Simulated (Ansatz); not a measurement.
All numbers were calculated with Ansatz.

A structure relaxed at PBE0-D4/def2-TZVP, charge 0, multiplicity 1:

```xyz
8

Si    0.7112    0.9682    0.6859
O     0.6437   -0.3293   -0.3142
Ga   -0.6052   -1.3704   -1.0074
Br   -2.7400   -0.8393   -0.4006
H    -0.0559    2.1134    0.1259
H     0.1570    0.6364    2.0261
H     2.1357    1.3611    0.8320
H    -0.2465   -2.5401   -1.9477
```

(1) Give its formula and SMILES.

(2) Point group (tolerance 0.08 Å, 0.16 Å for H)?

(3) Summarise the bond lengths by kind.

Results:

(1) BrGaH4OSi, `[SiH3][O][GaH][Br]`.

(2) Cs.

(3) 1 × O–Si 1.640 Å; 3 × H–Si 1.485 to 1.488 Å; 1 × Ga–O 1.768 Å; 1 × Br–Ga 2.282 Å; 1 × Ga–H 1.543 Å.
